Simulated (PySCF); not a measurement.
Job for PySCF: D3(BJ) and D4 dispersion corrections on HCl (SMILES Cl).

```python
from pyscf import gto
from pyscf.dispersion import dftd3, dftd4

mol = gto.M(
    atom='''
    Cl   -0.00000000   -0.00000000    0.64100645
    H     0.00000000    0.00000000   -0.64100645
    ''',
    basis='def2-svp',
    charge=0, spin=0, verbose=0, max_memory=1800)
d3, d4 = {}, {}
for xc in ['hf', 'pbe', 'blyp', 'revpbe', 'tpss', 'r2scan', 'b3lyp', 'pbe0', 'bhlyp', 'camb3lyp', 'b2plyp']:
    d3[xc] = float(dftd3.DFTD3Dispersion(mol, xc=xc, version='d3bj', atm=False).get_dispersion()['energy'])
    print(f'D3(BJ) {xc:10s} {d3[xc]:14.8f} Eh')
for xc in ['hf', 'pbe', 'blyp', 'revpbe', 'tpss', 'r2scan', 'b3lyp', 'pbe0', 'bhlyp', 'camb3lyp', 'b2plyp']:
    d4[xc] = float(dftd4.DFTD4Dispersion(mol, xc={'camb3lyp': 'cam-b3lyp'}.get(xc, xc), atm=True).get_dispersion()['energy'])
    print(f'D4     {xc:10s} {d4[xc]:14.8f} Eh')
```

It printed:

```
D3(BJ) hf            -0.00407561 Eh
D3(BJ) pbe           -0.00032222 Eh
D3(BJ) blyp          -0.00069566 Eh
D3(BJ) revpbe        -0.00089935 Eh
D3(BJ) tpss          -0.00039380 Eh
D3(BJ) r2scan        -0.00007655 Eh
D3(BJ) b3lyp         -0.00056201 Eh
D3(BJ) pbe0          -0.00026233 Eh
D3(BJ) bhlyp         -0.00042957 Eh
D3(BJ) camb3lyp      -0.00022033 Eh
D3(BJ) b2plyp        -0.00024655 Eh
D4     hf            -0.00096014 Eh
D4     pbe           -0.00020816 Eh
D4     blyp          -0.00049598 Eh
D4     revpbe        -0.00085291 Eh
D4     tpss          -0.00028395 Eh
D4     r2scan        -0.00004655 Eh
D4     b3lyp         -0.00033778 Eh
D4     pbe0          -0.00016833 Eh
D4     bhlyp         -0.00022232 Eh
D4     camb3lyp      -0.00016479 Eh
D4     b2plyp        -0.00014225 Eh
```

The run finished.

Cost: about 0.03 core-seconds (a rough figure).
